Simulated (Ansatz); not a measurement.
Basis sets compared for the cluster Rb₅H₄. Total charge 0; doublet. Geometry B3LYP-D4/def2-SVP. Ansatz on 4 threads of Arm Neoverse V1 on a shared host; times are rough, and most runs start from earlier orbitals.

```
atom   x (Å)   y (Å)   z (Å)
 Rb1   0.026  -4.397   1.165
 Rb2   3.041  -0.773   2.993
 Rb3   1.527   3.410   0.462
 Rb4  -3.125  -2.579  -2.158
 Rb5  -2.338   2.382  -2.740
  H6  -3.229  -0.091  -2.895
  H7   1.823  -3.046   2.463
  H8   2.698   1.637   2.019
  H9  -0.423   3.457  -1.309
```

In the def2 sets Rb takes a core potential; there is no spin–orbit coupling. Another isomer (doublet) lies 0.98 eV lower at PBE0-D4/def2-TZVP; other spin states weren't run for this one.

Binding counts from free atoms (Rb doublet, H doublet) in the same basis, without a counterpoise term.

| level | functions | energy (Eh) | HOMO (eV) | LUMO (eV) | binding per atom (eV) | wall time |
| --- | --- | --- | --- | --- | --- | --- |
| PBE-D4/def2-SVP | 140 | -122.7938 | -2.09 | -1.62 | 1.18 | 5.5 s |
| PBE0-D4/def2-SVP | 140 | -122.7970 | -2.53 | -1.08 | 1.17 | 7.5 s |

Problem. Estimate the rows for PBE-D4/def2-TZVP (with forces), PBE0-D4/def2-TZVP.

Solution. 
```json
{"level": "PBE-D4/def2-TZVP (with forces)", "functions": "189", "energy (Eh)": "-122.8028", "HOMO (eV)": "-2.07", "LUMO (eV)": "-1.56", "binding per atom (eV)": "1.19", "wall time": "8.5 s"}
{"level": "PBE0-D4/def2-TZVP", "functions": "189", "energy (Eh)": "-122.8054", "HOMO (eV)": "-2.52", "LUMO (eV)": "-1.00", "binding per atom (eV)": "1.19", "wall time": "9 s"}
```
